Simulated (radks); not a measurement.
The numbers below are computed, except where a source is named.
Problem. The mean radii <r> (bohr) of the occupied orbitals of an atom or ion are listed with their occupations. Level of theory: scalar-relativistic Kohn-Sham, BLYP, spin-polarised, spherical densities, finite nucleus; Fermi nuclear charge, rms radius of each element as measured or else 0.836 A^(1/3) + 0.57 fm (a radial shooting solver on a logarithmic mesh with Libxc functionals).

orbital  occ.      <r>
1s up       1  0.02001
1s down     1  0.02001
2s up       1  0.08488
2s down     1  0.08487
2p up       3  0.07540
2p down     3  0.07540
3s up       1   0.2210
3s down     1   0.2208
3p up       3   0.2203
3p down     3   0.2200
3d up       5   0.1998
3d down     5   0.1995
4s up       1   0.4904
4s down     1   0.4911
4p up       3   0.5165
4p down     2   0.5176
4d up       5   0.5456
4d down     5   0.5478
5s up       1    1.013
5s down     1    1.021
4f up       7   0.5844
4f down     1   0.5909

Name the element and its charge. Open shells, if any, are filled with parallel spins first.

Solution. Z = 69, thulium, charge +14: Tm14+ in [Ar] 3d10 4s2 4p5 4d10 4f8 5s2. The 1s radius gives Z: for a bare nucleus <r> = (2 gamma + 1)/(2Z) with gamma = sqrt(1 - (Z/c)^2), 0.01977 bohr for Z = 69, and screening makes it slightly larger (0.02001 here). The occupations add up to 55, and the charge is Z minus that.
